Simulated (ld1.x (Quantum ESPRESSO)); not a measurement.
V (Z = 23): variants of one ultrasoft potential

Base potential:

* Element: vanadium
* Generator: ld1.x (Quantum ESPRESSO) 7.5
* Type: ultrasoft
* Functional: PW91
* Relativity: scalar-relativistic
* Frozen core: [Ne] 3s2
* Valence charge: 11
* Reference configuration: 3p6 3d3 4s0 4p0 (charge +2)
* Partial waves: 4s (bound, empty): rcut 1.70, rcutus 2.25 bohr; 4s channel at 1.5 Ry: rcut 1.70, rcutus 2.25 bohr; 3p (bound): rcut 1.35, rcutus 1.65 bohr; 4p (bound, empty): rcut 1.35, rcutus 1.65 bohr; 3d (bound): rcut 1.05, rcutus 1.40 bohr; 3d channel at -1.1 Ry: rcut 1.05, rcutus 1.40 bohr
* Local potential: all-electron potential smoothed inside 1.75 bohr (lloc = -1)
* Core correction: none
* Augmentation charge: PSQ, inside the norm-conserving radii

Cutoffs, loose and tight: the cutoffs (Ry, on a coarse ladder) from which the occupation-weighted sum of valence levels, in a spherical-Bessel basis at the reference potential, stays within 10 and 1 mRy of its value at 400 Ry. They do not see the model core or the augmentation charge, which bear on the density cutoff. Test errors are all-electron minus pseudo excitation energies from the reference, over the configurations 3p6 3d3 4s2 4p0; 3p6 3d3 4s1 4p0; 3p6 3d2 4s0 4p0; 3p6 3d3 4s0 4p1; 3p6 3d3 4s1.5 4p0; 3p6 3d4 4s0 4p0; 3p6 3d3.5 4s1.5 4p0. A dash means not determined; rows that change the core or the reference have their own tests.

```csv
change,outcome,"cutoff, loose","cutoff, tight",bound ghosts,largest test error (meV)
base,generated,50 Ry,90 Ry,none,+66
core correction a·sin(br)/r model core inside 0.58 bohr,generated,50 Ry,90 Ry,none,-35
core correction a·sin(br)/r model core inside 0.72 bohr,generated,50 Ry,90 Ry,none,-35
core correction a·sin(br)/r model core inside 0.90 bohr,generated,50 Ry,90 Ry,none,-35
core correction a·sin(br)/r model core inside 1.06 bohr,generated,50 Ry,90 Ry,none,-34
core correction a·sin(br)/r model core inside 1.16 bohr,generated,50 Ry,90 Ry,none,-34
core correction a·sin(br)/r model core inside 1.40 bohr,generated,50 Ry,90 Ry,none,-31
core correction a·sin(br)/r model core inside 1.50 bohr,generated,50 Ry,90 Ry,none,-29
core correction a·sin(br)/r model core inside 1.64 bohr,generated,50 Ry,90 Ry,none,-25
```
